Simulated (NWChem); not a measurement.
System: CH₃ClOZr; SMILES [CH3][Zr]([Cl])=[O]

Computed with NWChem. Structure relaxed at the PBE0/def2-SVP level. def2 effective core potentials on Zr; no spin-orbit coupling. Level PBE/def2-SVP: energy and gradient on several grids; changes count from the extra-fine grid, which is no exact limit either.

**Question.** Which is the coarsest grid (xfine; fine; xcoarse; medium; coarse) from which on the energy stays within 50 μHa and each gradient component within 100 μHa/bohr of xfine?

**Answer.** coarse.
| grid | size of the energy change (μHa) | largest change of a gradient component (μHa/bohr) | time, medium = 1 (rough) |
|---|---|---|---|
| xcoarse | 800 | 3000 | about 1 |
| coarse | 20 | 40 | about 1 |
| medium | < 10 | < 30 | about 1 |
| fine | < 10 | < 30 | about 1 |
| xfine | < 10 | < 30 | 2 |
